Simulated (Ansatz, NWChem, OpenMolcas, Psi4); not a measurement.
A small benchmark: atomisation enthalpy at 298 K

10 molecules holding an element past argon; the atomisation enthalpy at 298 K in kJ/mol, computed less measured. Shapes, held fixed at every level: PBE0-D4/def2-TZVP. Thermal terms are harmonic and unscaled (PBE0-D4/def2-TZVP); the spin-orbit lowering of the free atoms is taken from their spectra. Programs: Ansatz 0.2.0, NWChem 7.3.0, OpenMolcas 26.06, Psi4 1.11. A level may come from different programs for different species; with the same settings they agree closely. Measured values: Active Thermochemical Tables, CRC Handbook of Chemistry and Physics, NIST-JANAF tables.

Levels: A = HF/def2-SVP; B = HF/def2-TZVPP; C = B3LYP/6-31G* (Cartesian functions); D = MP2/def2-SVP.

| molecule | from tabulated heats | A | B | C | D |
| --- | --- | --- | --- | --- | --- |
| HBr (hydrogen bromide) | 366 | -121 | -121 | -21 | -30 |
| H2Se (hydrogen selenide) | 633 | -207 | -206 | -5 | -52 |
| AsF3 (arsenic trifluoride) | 1326 | -598 | -537 | -19 | -88 |
| BBrCl2 (SMILES ClB(Cl)Br) | 1262 | -306 | -333 | -46 | +6 |
| CBr2Cl2 (dibromodichloromethane) | 1180 | -593 | -579 | -113 | -78 |
| CBr2F2 (dibromodifluoromethane) | 1484 | -631 | -635 | -35 | -42 |
| CBrCl2F (bromodichlorofluoromethane) | 1391 | -616 | -608 | -78 | -64 |
| CH2Br2 (dibromomethane) | 1373 | -455 | -454 | -38 | -81 |
| CHBrClF (bromochlorofluoromethane) | 1479 | -549 | -546 | -44 | -69 |
| CHBrF2 (bromodifluoromethane) | 1630 | -568 | -577 | -13 | -44 |

(1) Which level does best on this set, which worst, and which err to one side?

Results:

(1) 
| level | kind | mean error | mean absolute error | worst case |
| --- | --- | --- | --- | --- |
| HF/def2-SVP | Hartree–Fock | -464.4 | 464.4 | CBr2F2 |
| HF/def2-TZVPP | Hartree–Fock | -459.6 | 459.6 | CBr2F2 |
| B3LYP/6-31G* (Cartesian functions) | global hybrid | -41.2 | 41.2 | CBr2Cl2 |
| MP2/def2-SVP | perturbation theory | -54.2 | 55.4 | AsF3 |

On this set B3LYP/6-31G* (Cartesian functions) has the smallest mean absolute error and HF/def2-SVP the largest. HF/def2-SVP is too low in 10 of 10; HF/def2-TZVPP is too low in 10 of 10; B3LYP/6-31G* (Cartesian functions) is too low in 10 of 10; MP2/def2-SVP is too low in 9 of 10. The heats of H2Se (hydrogen selenide) come from older tables and can be uncertain by 10 kJ/mol or more. Heats of the atoms come from ATcT where it has them, that of boron, 570 kJ/mol, from recent work. The levels differ in basis as well as in method. With so many references in doubt the order of the levels isn't settled. The tabulated values of AsF3, BBrCl2 are in doubt (older tables, estimates, or at odds with other calculations) and kept here. Over the 8 molecules whose values aren't doubted the mean absolute errors are A 467.5; B 465.8; C 43.4; D 57.5. The largest two are near a tie. A functional in a double-zeta set wins here by errors that cancel. Hartree–Fock lacks correlation and underbinds. Correlated wave functions converge slowly with the basis. Relativity is left out for As, Br, Se. Outer-core shells of As, Br, Se are correlated, in sets that cover them unevenly. The set is small.
